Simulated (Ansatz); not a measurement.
`N[SiH2][SiH2][SiH3]` + `OB(O)[SiH3]` → `OB([SiH3])O[SiH3]` + `N[SiH2][SiH3]`  (cleavage of the Si–Si bond)

Isolated molecules relaxed with PBE0-D4/def2-TZVP in Ansatz; ΔE leaves out vibrations. CBS: MP2 limit from def2 TZ/QZ plus the TZ coupled-cluster correction, frozen cores. This one scheme is used for every species. DFT in def2-TZVPP. One conformer a species, not always the lowest.

Task: Is it downhill or uphill in electronic energy at CCSD(T)/CBS, and by how much? (An estimate is asked.)

Result: Computed: Downhill: ΔE = -0.95 eV.

Task: What do these levels give: PBE-D4, ωB97X-V, ωB97M-V, B2PLYP, r2SCAN, HF/def2-TZVPP, MP2/def2-TZVPP, SCS-MP2/def2-TZVPP, CCSD/def2-TZVPP, MP2/def2-QZVPP, SCS-MP2/def2-QZVPP, MP2/CBS(def2)? (Best estimate.)

Result: Computed: PBE-D4 -0.69, ωB97X-V -0.94, ωB97M-V -0.98, B2PLYP -0.99, r2SCAN -0.88, HF/def2-TZVPP -1.19, MP2/def2-TZVPP -1.01, SCS-MP2/def2-TZVPP -1.06, CCSD/def2-TZVPP -0.98, MP2/def2-QZVPP -1.02, SCS-MP2/def2-QZVPP -1.07, MP2/CBS(def2) -1.01 eV.

Largest T1 diagnostic among the species: 0.014.

From PBE to PBE0 (25 % exact exchange), in def2-TZVPP and without D4, ΔE moves by −0.08 eV. In def2-TZVPP, CCSD(T) changes the Hartree–Fock value by +0.25 eV (the triples alone add +0.03 eV) and MP2 by +0.18 eV.
